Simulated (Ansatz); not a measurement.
System: SrCl, charge 0, doublet. SrCl (SMILES [Cl][Sr], doublet).
B3LYP-D3(BJ)/def2-TZVP minimum from Ansatz (an electronic-structure program):
```
Sr
Cl 1 2.5987
```
Charge 0, spin multiplicity 2.

Total energies in def2-TZVPP, 9 correlated electrons, 9 frozen orbitals. Open shells are spin-unrestricted; no spin-orbit coupling. Correlated methods leave the cores frozen (noble-gas shells, and filled d and f shells in the p block). Past Kr the def2 sets carry scalar-relativistic core potentials. The spin of ClSr ([Cl][Sr], doublet) was assumed, and the state is the lowest solution found for it.

```csv
method,program,energy (Eh),minus CCSDT(Q) (mEh)
HF,Ansatz,-489.95761,228.61
MP2,Ansatz,-490.16049,25.73
CCSD,Ansatz,-490.17697,9.26
CCSD(T),Ansatz,-490.18542,0.80
CCSDT(Q),Ansatz,-490.18622,0.00
```

Rough core times of Ansatz's runs on a shared machine: CCSD(T) under 20 s, CCSDT(Q) 3 min.
